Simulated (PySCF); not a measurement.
## Telling isomers of C₃H₁₂OSi₄ apart by NMR

PySCF calculation with GFN2-xTB geometry and shieldings: GIAO PBE0/pcSseg-1; a single conformation, relativity neglected, gas phase, rapidly exchanging positions averaged.

Scale: 1H, 13C against TMS (reference shieldings calculated alike). Where no couplings were computed, multiplicities follow the n + 1 count of equivalent neighbours, and m marks all less simple cases (inequivalent or close neighbours, rings, F or P nearby). Shifts are as computed. Against solution values, carbons near 30 ppm lie about +3 ppm off and those near 130 ppm about +5 ppm. Of 1211 compounds with measured shifts, 218 miss one by over three times the rms of a fit or turn the order of signals round; such compounds aren't used in these exercises.

(1) Tabulate the signals of `C=C(C=O)[Si@@H]([SiH3])[SiH2][SiH3]`, `[SiH3]OC1=C[SiH2]C1([SiH3])[SiH3]` and their relative energies.

(2) What is the quickest way to tell C=C(C=O)[Si@@H]([SiH3])[SiH2][SiH3] from [SiH3]OC1=C[SiH2]C1([SiH3])[SiH3]?

## Answers

(1) 
| SMILES | carbon types | δC | δH | E rel. (kcal/mol) |
| --- | --- | --- | --- | --- |
| C=C(C=O)[Si@@H]([SiH3])[SiH2][SiH3] | 1×C 1×CH 1×CH2 | 205.0, 159.8, 155.5 | 9.72 (s, 1H), 7.41 (br s, 1H), 6.97 (br s, 1H), 4.17 (m, 1H), 3.76 (m, 3H), 3.54 (m, 1H), 3.51 (m, 1H), 3.50 (d, 3H) | 9.5 |
| [SiH3]OC1=C[SiH2]C1([SiH3])[SiH3] | 2×C 1×CH | 176.7, 91.5, 15.5 | 5.02 (s, 3H), 4.53 (m, 2H), 4.18 (t, 1H), 4.13 (s, 6H) | 0.0 |

Energies are electronic energies at PBE0/pcSseg-1 on these geometries, without zero-point or thermal terms, each for the one conformer computed, which needn't be the lowest.

(2) Both give the same number of carbon signals, but DEPT or the intensities differ. The first has an aldehyde carbonyl carbon (CH) at 205.0 ppm, the second a β carbon of an enol-ether or enamine type C=C (CH) at 91.5 ppm. Their most deshielded carbons lie at 205.0 and 176.7 ppm. In the proton spectra the most deshielded non-exchanging signals are 9.72 (s, 1H) and 5.02 (s, 3H).
